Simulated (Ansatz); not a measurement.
```yaml
crystal:
  periodic: [false, false, false]
  atoms:
    - {symbol: C, position_ang: [-0.422911, -0.365360, -0.209832]}
    - {symbol: C, position_ang: [0.324520, -0.017873, -0.466835]}
    - {symbol: Ga, position_ang: [0.052460, 0.326364, 0.596150]}
    - {symbol: H, position_ang: [-0.757979, -0.815452, -0.476985]}
    - {symbol: H, position_ang: [0.653361, -0.087077, -0.929524]}
    - {symbol: H, position_ang: [0.114325, 0.876507, 1.590971]}
basis:
  gaussian: {orbitals: cc-pVDZ}
hamiltonian: {xc: {name: SVWN5}, pseudopotentials: {relativity: none}}
scf: {lower_state_search: off}
```

```sh
$ ansatz run in.yaml --threads 2 --pin off --events-out ev --progress --plain --max-ram 4352MiB
```

Output, abridged:

```
Functional definition: SVWN5
912 factors; their error is unknown
mean field evaluation 1: about -54284.1842 eV, gradient 1.2e2 eV
mean field evaluation 2: about -54172.2809 eV, gradient 2.4e2 eV
mean field evaluation 4: about -54312.8785 eV, gradient 2.0e1 eV
mean field evaluation 8: about -54313.5459 eV, gradient 1.4e-1 eV
mean field evaluation 16: about -54313.5460 eV, gradient 5.2e-6 eV
mean field -54313.54597374 eV, -1995.9859994912 hartree, gradient 5.2e-6 eV, S^2 0.000000; 0 other end points of the search recorded, 0 dependent functions left out
reference -54313.54600744 eV, -1995.9860007296 hartree; 23, 23 occupied and 47, 47 virtual orbitals, 912 factors
Total energy: -54313.54600744 eV, -1995.9860007296 hartree
Checks for a lower state left out: stability, starts, cluster_reference, orbital_swaps, neighbouring_geometries, increment
```

Question: Something in this input is off. What?

Answer: The geometry is squeezed to about two thirds of its size. The calculation finished and met its thresholds. The result belongs to that input, not to the molecule as meant.
